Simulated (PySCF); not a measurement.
**Substituent effects on chemical shifts**

Parent skeleton `[CH3:1][n:2]1[cH:3][cH:4][cH:5][n:6]1`; one hydrogen on atom 4 is replaced by X. Hydrogens on one atom are averaged.

PySCF 2.14.0 with density-fitted response routines calculation with shieldings: GIAO PBE0/pcSseg-1 and GFN2-xTB geometry; non-relativistic, in vacuum, one averaged value for each set of equivalent atoms, a single conformation.

Scale: TMS for ¹³C and ¹H; ¹⁵N vs NH3 (reference shieldings calculated alike).

Parent (X = H): C1 39.5, N2 225.4, C3 131.7, C4 112.8, C5 141.0, N6 352.0, H(C1) 4.06, H(C3) 7.39, H(C5) 7.46 ppm. Effects are Δδ = δ(X) − δ(H), positive for deshielding.

Q: Order these by the shift of C5, most shielded first.
A. X = SO2CH3
B. X = COOCH3
C. X = F

A: C (-12.5 ppm), A (-1.0 ppm), B (+3.7 ppm).

Q: Order these by the shift of N6, most shielded first.
A. X = F
B. X = SO2CH3
C. X = COOCH3

A: A (-7.3 ppm), C (-1.9 ppm), B (+3.4 ppm).

Experimental scales use liquid or dissolved standards, which lie at an offset from isolated NH3 (liquid NH3: subtract about 20 ppm). Unscaled 15N shifts of sp2 nitrogen come out 20 to 40 ppm too high even then.
